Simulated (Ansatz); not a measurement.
Coupled-cluster run, `N#[C][Ge]([F])([F])[C]#N`.

```yaml
crystal:
  periodic: [false, false, false]
  atoms:
    - {symbol: N, position_ang: [0.151911, -2.001755, 1.949079]}
    - {symbol: C, position_ang: [0.140966, -1.314639, 1.027104]}
    - {symbol: Ge, position_ang: [0.114197, -0.157644, -0.472042]}
    - {symbol: F, position_ang: [-0.999445, -0.751237, -1.610475]}
    - {symbol: F, position_ang: [1.650645, -0.156610, -1.198621]}
    - {symbol: C, position_ang: [-0.355131, 1.620041, -0.017776]}
    - {symbol: N, position_ang: [-0.641843, 2.693844, 0.277232]}
basis:
  gaussian: {orbitals: def2-TZVPP}
correlation: {method: ccsd_t}
output: {orbitals: {seedname: orbitals}}
```

```sh
$ ansatz run in.yaml --threads 4 --pin off --events-out ev --progress --plain --max-ram 10444MiB
```

The program prints (abridged):

```
Functional definition: HF
1539 factors; integrals over basis functions are off by at most 7.1e-4 eV
mean field evaluation 1: about -66908.3854 eV, gradient 5.8e1 eV
mean field evaluation 2: about -66908.7792 eV, gradient 5.8e1 eV
mean field evaluation 4: about -66915.5740 eV, gradient 5.4e0 eV
mean field evaluation 8: about -66915.6951 eV, gradient 6.2e-1 eV
mean field evaluation 16: about -66915.6964 eV, gradient 2.1e-6 eV
mean field -66915.69639822 eV, -2459.1064855465 hartree, gradient 2.1e-6 eV, S^2 0.000000; 0 other end points of the search recorded, 0 dependent functions left out
15 core orbitals not correlated: weight in the atoms' cores, before any rotation towards them, 1.000 or more for the frozen orbitals, at most 0.000 for the correlated occupied ones
reference -66915.69639822 eV, -2459.1064855465 hartree; 23, 23 occupied and 196, 196 virtual orbitals, 1539 factors
second order -38.06653432 eV of doubles, -0.00000000 eV of singles
cycle   1  -36.48602393 eV  change     1.6e0 eV  update   1.6e-1
cycle   2  -37.60104200 eV  change    -1.1e0 eV  update   5.0e-2
cycle   3  -37.82869977 eV  change   -2.3e-1 eV  update   2.2e-2
cycle   4  -37.81518776 eV  change    1.4e-2 eV  update   6.5e-3
cycle   5  -37.81655082 eV  change   -1.4e-3 eV  update   2.6e-3
cycle   6  -37.82064190 eV  change   -4.1e-3 eV  update   7.6e-4
cycle   7  -37.82101782 eV  change   -3.8e-4 eV  update   2.8e-4
cycle   8  -37.82094367 eV  change    7.4e-5 eV  update   7.6e-5
cycle   9  -37.82097133 eV  change   -2.8e-5 eV  update   2.7e-5
perturbative correction -1.66755195 eV, -0.0612814037 hartree
Total energy: -66955.18492150 eV, -2460.5576620106 hartree
```

Hardware: 4 threads of an Intel Xeon Platinum 8488C on a shared host. Wall time 2.3 min, peak host memory 4.8 GiB.

The correlation energy is -39.489 eV, 4.2 % of it from (T); the T1 diagnostic reads 0.0137.
